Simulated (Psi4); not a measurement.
Psi4 input (wB97X-D/6-31G*):

```
memory 1500 MB

molecule {
-1 1
C     1.61440100    1.13498500    0.19390100
C     0.52885900    0.34092100    0.18506100
C    -0.49906400   -0.32674900   -0.15482200
O    -1.48709800   -1.00911300   -0.32174300
H     2.03161100    1.17796000    1.22910300
symmetry c1
no_reorient
no_com
}

set {
  basis 6-31G*
  reference rks
  scf_type pk
  dft_radial_points 99
  dft_spherical_points 590
  e_convergence 1e-8
  d_convergence 1e-7
  maxiter 150
}

e = energy('wb97x-d')
print_out(f'\nFINAL {e:.10f} DIPOLE {variable("CURRENT DIPOLE")[0]:.6f} {variable("CURRENT DIPOLE")[1]:.6f} {variable("CURRENT DIPOLE")[2]:.6f}\n')
```

Output:

```
   => Loading Basis Set <=

    Name: 6-31G*
    Role: ORBITAL
    Keyword: BASIS
    atoms 1-3 entry C          line   111 file 6-31gs.gbs
    atoms 4   entry O          line   145 file 6-31gs.gbs
    atoms 5   entry H          line    44 file 6-31gs.gbs

   => WB97X-D: Empirical Dispersion <=

    Chai and Head-Gordon Dispersion Correction
    Chai, J.-D.; Head-Gordon, M. (2010), J. Chem. Phys., 132: 6615-6620

        s6 =       1.000000

         ---------------------------------------------------------
                                   SCF
               by Justin Turney, Rob Parrish, Andy Simmonett
                          and Daniel G. A. Smith
                              RKS Reference
         ---------------------------------------------------------

  ==> Geometry <==

    Molecular point group: c1
    Full point group: C1

    Geometry (in Angstrom), charge = -1, multiplicity = 1:

       Center              X                  Y                   Z               Mass
    ------------   -----------------  -----------------  -----------------  -----------------
         C            1.614401000000     1.134985000000     0.193901000000    12.000000000000
         C            0.528859000000     0.340921000000     0.185061000000    12.000000000000
         C           -0.499064000000    -0.326749000000    -0.154822000000    12.000000000000
         O           -1.487098000000    -1.009113000000    -0.321743000000    15.994914619570
         H            2.031611000000     1.177960000000     1.229103000000     1.007825032230

  Running in c1 symmetry.

  Rotational constants: A =     15.87102  B =      0.14503  C =      0.14371 [cm^-1]
  Rotational constants: A = 475801.33660  B =   4347.76738  C =   4308.39819 [MHz]
  Nuclear repulsion =   80.715041623500881

  Charge       = -1
  Multiplicity = 1
  Electrons    = 28
  Nalpha       = 14
  Nbeta        = 14

  ==> Algorithm <==

  SCF Algorithm Type is PK.
  DIIS enabled.
  MOM disabled.
  Fractional occupation disabled.
  Guess Type is SAD.
  Energy threshold   = 1.00e-08
  Density threshold  = 1.00e-07
  Integral threshold = 1.00e-12

  ==> Primary Basis <==

  Basis Set: 6-31G*
    Blend: 6-31G*
    Number of shells: 26
    Number of basis functions: 62
    Number of Cartesian functions: 62
    Spherical Harmonics?: false
    Max angular momentum: 2

  ==> DFT Potential <==

   => LibXC <=

    Version 7.1.2
    S. Lehtola, C. Steigemann, M. J. T. Oliveira, and M. A. L. Marques,  SoftwareX 7, 1–5 (2018) (10.1016/j.softx.2017.11.002)

   => Composite Functional: WB97X-D <=

    wB97X-D Hyb-GGA Exchange-Correlation Functional

    J.-D. Chai and M. Head-Gordon,  Phys. Chem. Chem. Phys. 10, 6615–6620 (2008) (10.1039/B810189B)

    Deriv               =              1
    GGA                 =           TRUE
    Meta                =          FALSE

    Exchange Hybrid     =           TRUE
    MP2 Hybrid          =          FALSE

   => Exchange-Correlation Functionals <=

    1.0000   wB97X-D range-separated functional

   => Exact (HF) Exchange <=

    0.7780            HF,LR [omega = 0.2000]
    0.2220               HF

   => LibXC Density Thresholds  <==

    XC_HYB_GGA_XC_WB97X_D:  1.00E-14

   => Molecular Quadrature <=

    Radial Scheme          =       TREUTLER
    Pruning Scheme         =           NONE
    Nuclear Scheme         =       TREUTLER

    Blocking Scheme        =         OCTREE
    BS radius alpha        =              1
    Pruning alpha          =              1
    Radial Points          =             99
    Spherical Points       =            590
    Total Points           =         274260
    Total Blocks           =           2068
    Max Points             =            256
    Max Functions          =             61
    Weights Tolerance      =       1.00E-15

  ==> Integral Setup <==

  Using in-core PK algorithm.
   Calculation information:
      Number of atoms:                   5
      Number of AO shells:              26
      Number of primitives:             64
      Number of atomic orbitals:        62
      Number of basis functions:        62

      Integral cutoff                 1.00e-12
      Number of threads:                 1

  Performing in-core PK
  Using 5724243 doubles for integral storage.
  We computed 57288 shell quartets total.
  Whereas there are 61776 unique shell quartets.

  Computing range-separated integrals for PK
  We computed 57288 wK shell quartets total.
  Whereas there are 61776 wK unique shell quartets.

  ==> DiskJK: Disk-Based J/K Matrices <==

    J tasked:                  Yes
    K tasked:                  Yes
    wK tasked:                 Yes
    Omega:               2.000E-01
    Schwarz Cutoff:          1E-12


  Cached 100.0% of DFT collocation blocks in 0.411 [GiB].

  Minimum eigenvalue in the overlap matrix is 8.1690152658E-04.
  Reciprocal condition number of the overlap matrix is 1.3196588252E-04.
    Using symmetric orthogonalization.

  ==> Pre-Iterations <==

  SCF Guess: Superposition of Atomic Densities via on-the-fly atomic UHF (no occupation information).

   -------------------------
    Irrep   Nso     Nmo
   -------------------------
     A         62      62
   -------------------------
    Total      62      62
   -------------------------

  ==> Iterations <==

                        Total Energy        Delta E     RMS |[F,P]|

   @RKS iter SAD:  -188.99213969902002   -1.88992e+02   0.00000e+00
   @RKS iter   1:  -189.78465398607551   -7.92514e-01   9.08406e-03 DIIS/ADIIS
   @RKS iter   2:  -189.85378190700945   -6.91279e-02   7.66883e-03 DIIS/ADIIS
   @RKS iter   3:  -189.93883642409023   -8.50545e-02   1.66812e-03 DIIS/ADIIS
   @RKS iter   4:  -189.94319664581172   -4.36022e-03   3.26873e-04 DIIS/ADIIS
   @RKS iter   5:  -189.94334831357386   -1.51668e-04   1.85529e-04 DIIS/ADIIS
   @RKS iter   6:  -189.94341526905981   -6.69555e-05   4.61147e-05 DIIS
   @RKS iter   7:  -189.94342043928620   -5.17023e-06   2.26042e-05 DIIS
   @RKS iter   8:  -189.94342180886238   -1.36958e-06   3.23140e-06 DIIS
   @RKS iter   9:  -189.94342192533350   -1.16471e-07   9.79723e-07 DIIS
   @RKS iter  10:  -189.94342193248377   -7.15028e-09   3.06523e-07 DIIS
   @RKS iter  11:  -189.94342193348533   -1.00155e-09   7.26063e-08 DIIS
  Energy and wave function converged.

  ==> Post-Iterations <==

   Electrons on quadrature grid:
      Ntotal   =   27.9999999688 ; deviation = -3.124e-08

    Orbital Energies [Eh]
    ---------------------

    Doubly Occupied:

       1A    -19.070018     2A    -10.155779     3A    -10.069243
       4A    -10.062797     5A     -0.934273     6A     -0.637965
       7A     -0.520940     8A     -0.350383     9A     -0.294379
      10A     -0.280190    11A     -0.267081    12A     -0.138528
      13A     -0.125201    14A     -0.010842

    Virtual:

      15A      0.227757    16A      0.388355    17A      0.440779
      18A      0.463931    19A      0.477287    20A      0.644228
      21A      0.701171    22A      0.794038    23A      0.815033
      24A      0.826547    25A      0.909166    26A      0.942085
      27A      0.978623    28A      1.031220    29A      1.058512
      30A      1.084205    31A      1.170647    32A      1.248887
      33A      1.288503    34A      1.317429    35A      1.380297
      36A      1.473037    37A      1.575170    38A      1.661312
      39A      1.767517    40A      1.785156    41A      1.852818
      42A      1.933531    43A      2.032329    44A      2.056172
      45A      2.082023    46A      2.130735    47A      2.185154
      48A      2.300668    49A      2.332034    50A      2.454377
      51A      2.558379    52A      2.644295    53A      2.709994
      54A      3.015823    55A      3.226580    56A      3.338639
      57A      3.398497    58A      3.747275    59A      4.394156
      60A      4.486423    61A      4.769704    62A      5.244196

    Final Occupation by Irrep:
              A
    DOCC [    14 ]
    NA   [    14 ]
    NB   [    14 ]

  @RKS Final Energy:  -189.94342193348533

   => Energetics <=

    Nuclear Repulsion Energy =             80.7150416235008805
    One-Electron Energy =                -423.5304627405180327
    Two-Electron Energy =                 170.4313302591993704
    DFT Exchange-Correlation Energy =     -17.5588540163945446
    Empirical Dispersion Energy =          -0.0004770592730148
    VV10 Nonlocal Energy =                  0.0000000000000000
    Total Energy =                       -189.9434219334853253

Computation Completed

Properties will be evaluated at   0.000000,   0.000000,   0.000000 [a0]

Properties computed using the SCF density matrix

 Multipole Moments:

 ------------------------------------------------------------------------------------
     Multipole            Electronic (a.u.)      Nuclear  (a.u.)        Total (a.u.)
 ------------------------------------------------------------------------------------

 L = 1.  Multiply by 2.5417464519 to convert [e a0] to [Debye]
 Dipole X            :         -0.6512770            0.0000057           -0.6512714
 Dipole Y            :         -0.5640489           -0.0000038           -0.5640527
 Dipole Z            :          0.3396196           -0.0000019            0.3396177
 Magnitude           :                                                    0.9260940

 ------------------------------------------------------------------------------------

FINAL -189.9434219335 DIPOLE -0.651271 -0.564053 0.339618

*** Psi4 exiting successfully. Buy a developer a beer!
```

The dipole moment of an ion depends on the origin.

The geometry given is a B3LYP-D3(BJ)/def2-TZVP minimum.
